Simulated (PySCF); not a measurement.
C₅H₁₀O. Atoms are numbered in the order given.

```xyz
16

C      2.6440    -0.0828    -0.3040
C      1.2226    -0.5187    -0.5768
O      0.3964    -0.0271     0.4622
C     -0.9393    -0.3685     0.2984
C     -1.9336     0.5591     0.9056
C     -1.7988     0.4824    -0.5992
H      3.3214    -0.4506    -1.0893
H      2.9863    -0.4737     0.6663
H      2.7090     1.0156    -0.2712
H      0.8703    -0.1346    -1.5571
H      1.1540    -1.6266    -0.6248
H     -1.1431    -1.4517     0.3279
H     -2.8231     0.1365     1.3811
H     -1.5176     1.4427     1.3980
H     -1.3017     1.3225    -1.0940
H     -2.5964     0.0077    -1.1789
```

Coordinates come from a r2SCAN-D4/def2-SVP optimisation. One conformer was computed; it need not be the lowest.

All values below come from PBE0/pcSseg-1 (PySCF).

GIAO shieldings, no solvent; atoms listed in one row are averaged. δ = σ(ref) − σ: ¹³C against TMS (σ = 186.3 ppm); ¹⁷O against H2O (σ = 334.2 ppm); ¹H against TMS (σ = 31.56 ppm), references at their B3LYP-D3(BJ)/def2-TZVP geometries, non-relativistic.

Q: Estimate the chemical shifts. (An estimate is asked for; the answer gives what the named calculation found.)

A: 
```
nucleus       atoms  count  δ (ppm)
-------  ----------  -----  -------
¹³C              C2      1     70.4
¹³C              C4      1     56.4
¹³C              C1      1     19.4
¹³C              C5      1      9.8
¹³C              C6      1      8.4
¹⁷O              O3      1     67.7
¹H         H10, H11      2     3.59
¹H              H12      1     3.27
¹H       H7, H8, H9      3     1.45
¹H              H14      1     1.01
¹H              H13      1     0.85
¹H              H15      1     0.71
¹H              H16      1     0.57
```
